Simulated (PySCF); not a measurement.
All values below come from PBE-D3(BJ)/def2-TZVP // TPSSh-D3(BJ)/def2-TZVP (PySCF). Isolated molecules, 0 K electronic values unless said otherwise. 

Reference species (SMILES): `[GeH3]` (neutral, multiplicity 2).

dipole moment: 0.05 D

Changed species: `[SeH]` (radical fragment; the reference has radical fragment).

Give the shifts of the dipole moment.

the dipole moment rises by 0.50 D, to 0.55 D.
